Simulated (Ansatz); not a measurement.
Born–Oppenheimer molecular dynamics of ClF₂HSi (5 atoms, charge 0, multiplicity 1). It starts from a relaxed structure.

The calculation used RKS BHLYP-D4/def2-SVP (Ansatz 0.2.0).

| Item | Value |
| --- | --- |
| ensemble | NVT, Langevin thermostat |
| time step | 1 fs |
| steps asked | 500 |
| set temperature | 1500 K |
| friction | 0.02 /fs |
| seed | 700318 |

Frames 20 fs apart, positions in Å, forces in eV/Å.

Velocities at 130 fs (Å/ps):

```
Si -9.49 7.30 0.96
Cl 8.73 4.84 3.09
H -56.75 -27.88 18.40
F 1.44 -6.64 -7.53
F -6.37 -7.39 -5.88
```

```xyz
5
Properties=species:S:1:pos:R:3:forces:R:3 time_fs=130 energy_less_start_eV=0.454 T=1341
Si -0.383 0.264 -0.331 -0.18 -3.40 3.89
Cl 0.307 0.239 1.711 -0.50 0.34 -1.97
H 0.534 0.793 -1.205 1.53 0.46 -1.38
F -1.715 1.025 -0.468 -1.77 1.57 -0.10
F -0.891 -1.278 -0.483 0.93 1.03 -0.44
5
Properties=species:S:1:pos:R:3:forces:R:3 time_fs=150 energy_less_start_eV=1.062 T=1733
Si -0.495 0.220 -0.231 -2.15 3.84 -1.85
Cl 0.433 0.280 1.607 -0.95 0.14 -0.52
H 0.504 0.794 -1.212 -0.78 -0.40 0.64
F -2.049 1.115 -0.640 4.24 -2.34 1.78
F -0.863 -1.256 -0.569 -0.36 -1.23 -0.06
5
Properties=species:S:1:pos:R:3:forces:R:3 time_fs=170 energy_less_start_eV=1.334 T=1381
Si -0.728 0.269 -0.139 10.20 -6.39 -0.88
Cl 0.376 0.253 1.595 -1.19 0.34 0.04
H 0.291 0.734 -1.160 -0.65 0.18 0.75
F -1.974 0.874 -0.537 -7.88 3.73 -0.98
F -0.806 -1.356 -0.562 -0.48 2.14 1.07
5
Properties=species:S:1:pos:R:3:forces:R:3 time_fs=190 energy_less_start_eV=0.988 T=2183
Si -0.564 0.111 -0.111 -5.90 1.20 -0.66
Cl 0.129 0.311 1.736 0.00 0.07 0.90
H 0.371 0.761 -0.937 0.51 0.31 -1.06
F -2.266 0.734 -0.390 4.70 -0.95 0.97
F -0.971 -1.387 -0.406 0.70 -0.63 -0.16
5
Properties=species:S:1:pos:R:3:forces:R:3 time_fs=210 energy_less_start_eV=0.933 T=1960
Si -0.766 0.080 -0.104 6.97 -3.19 -0.18
Cl -0.144 0.478 1.835 0.45 -0.21 -0.81
H 0.248 0.304 -1.264 -1.17 0.51 1.36
F -2.131 0.593 -0.017 -6.78 3.70 -0.51
F -1.108 -1.458 -0.327 0.53 -0.81 0.14
5
Properties=species:S:1:pos:R:3:forces:R:3 time_fs=230 energy_less_start_eV=0.665 T=2044
Si -0.757 -0.056 0.100 -4.24 0.32 -1.35
Cl -0.332 0.577 1.901 1.28 -0.17 1.93
H 0.105 0.650 -0.870 -0.22 -0.71 0.01
F -2.326 0.578 0.139 2.12 -0.97 -1.02
F -1.088 -1.631 -0.201 1.06 1.53 0.43
5
Properties=species:S:1:pos:R:3:forces:R:3 time_fs=250 energy_less_start_eV=0.304 T=2338
Si -0.911 -0.061 0.213 -0.78 0.16 -0.79
Cl -0.424 0.665 2.052 0.27 -0.53 -0.22
H 0.011 0.271 -0.880 -0.15 0.80 0.32
F -2.439 0.464 0.084 0.93 -0.37 -0.31
F -0.937 -1.631 -0.102 -0.26 -0.08 0.99
5
Properties=species:S:1:pos:R:3:forces:R:3 time_fs=270 energy_less_start_eV=0.445 T=1258
Si -0.923 0.043 0.212 3.74 -0.41 -0.06
Cl -0.479 0.645 2.151 -0.17 -0.43 -0.85
H 0.094 0.857 -0.786 -1.68 -1.55 1.42
F -2.401 0.387 -0.054 -2.08 0.59 -0.56
F -0.841 -1.592 0.096 0.19 1.80 0.06
5
Properties=species:S:1:pos:R:3:forces:R:3 time_fs=290 energy_less_start_eV=0.685 T=1116
Si -0.799 0.079 0.346 -5.25 3.95 -0.53
Cl -0.425 0.647 2.180 0.50 0.82 1.53
H 0.017 0.534 -0.663 1.20 0.96 -1.36
F -2.449 0.485 0.018 3.41 -0.54 0.53
F -0.808 -1.415 0.347 0.13 -5.20 -0.17
5
Properties=species:S:1:pos:R:3:forces:R:3 time_fs=310 energy_less_start_eV=0.643 T=1015
Si -0.831 0.091 0.300 6.41 -2.38 2.62
Cl -0.198 0.754 2.209 -0.43 -0.21 -1.26
H -0.025 0.796 -0.758 -0.28 -0.95 0.48
F -2.239 0.525 0.088 -5.07 0.92 -0.74
F -0.623 -1.559 0.526 -0.63 2.63 -1.10
5
Properties=species:S:1:pos:R:3:forces:R:3 time_fs=330 energy_less_start_eV=1.021 T=1297
Si -0.618 0.006 0.465 -3.26 1.83 -5.53
Cl -0.096 0.783 2.131 0.75 1.25 2.51
H 0.349 0.326 -0.813 -1.68 0.06 1.97
F -2.330 0.371 0.174 4.27 -0.69 0.64
F -0.555 -1.533 0.476 -0.09 -2.45 0.42
5
Properties=species:S:1:pos:R:3:forces:R:3 time_fs=350 energy_less_start_eV=0.832 T=1354
Si -0.664 -0.126 0.447 2.25 -1.47 2.76
Cl 0.028 0.982 2.116 -0.85 -1.27 -0.31
H 0.102 0.684 -0.368 1.07 0.07 -2.11
F -2.148 0.010 0.135 -3.33 0.83 -0.44
F -0.603 -1.767 0.528 0.86 1.83 0.10
```

Of the whole run (500 fs, mean temperature of the second half 1480 K): A run of 0.5 ps of so small a system gives no equilibrium averages.

Time of the run: 18 min on 1 thread of Arm Neoverse V1, with other jobs on the host, peak memory 0.13 GiB.
